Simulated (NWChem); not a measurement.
Species: CrHSO2F; SMILES [O]=[Cr](=[O])([F])[SH]

```xyz
6

Cr     0.0747     0.3685     0.0091
O      0.8372     0.7298    -1.2681
O      0.9162     0.6764     1.2467
F     -1.4171     1.1701     0.0591
S     -0.1678    -1.7972     0.0446
H     -0.3821    -1.8682    -1.2916
```
Atoms are numbered in this order, from 1.

Results from NWChem. Medium grid unless said otherwise, to which SCAN and Minnesota functionals are sensitive. Coordinates come from a PBE0/def2-SVP optimisation.

For level B3LYP/def2-SVP:

| Item | Result |
|---|---|
| highest occupied level (eV) | -8.39 |
| orbital gap (eV) | 3.80 |

Task: Estimate the same quantities for level M06-2X/def2-SVP.

Result: 
- highest occupied level (eV) = -9.86
- orbital gap (eV) = 6.45
